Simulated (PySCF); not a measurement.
**Gas-phase thermal properties of ZnH2**

Method: PySCF energies (xtb for GFN2) plus ideal-gas RRHO corrections (1 bar). 6-31G* has spherical d functions here. All species are closed-shell singlets. B3LYP is the form with VWN-RPA correlation. Zn: all electrons, no relativistic terms. ZnH2: computed as isolated molecules; such fragments, hydroxides, amides, oligomers or adducts are transient or little studied in the gas. The harmonic model lacks anharmonicity and excited electronic states, which grow with temperature; levels with a mode under 35 cm⁻¹ are left out.

| level | point group | σ | ZPE (kJ/mol) | S°298 (J/mol/K) | Cp298 (J/mol/K) | S°1000 (J/mol/K) | H1000 − H298 (kJ/mol) |
|---|---|---|---|---|---|---|---|
| B3LYP/6-31G* | D∞h | 2 | 28.5 | 203.0 | 39.4 | 259.4 | 33.8 |
| GFN2-xTB | D∞h | 2 | 25.3 | 205.3 | 41.6 | 263.7 | 34.9 |
| HF/6-31G* | D∞h | 2 | 28.5 | 202.9 | 38.9 | 259.1 | 33.7 |
| PBE/def2-SVP | D∞h | 2 | 29.3 | 201.2 | 37.3 | 256.6 | 33.3 |
| PBE0/def2-TZVP | D∞h | 2 | 30.5 | 200.9 | 37.0 | 255.6 | 32.9 |
σ: rotational symmetry number. Electronic degeneracy used: 1. Frequencies are unscaled.
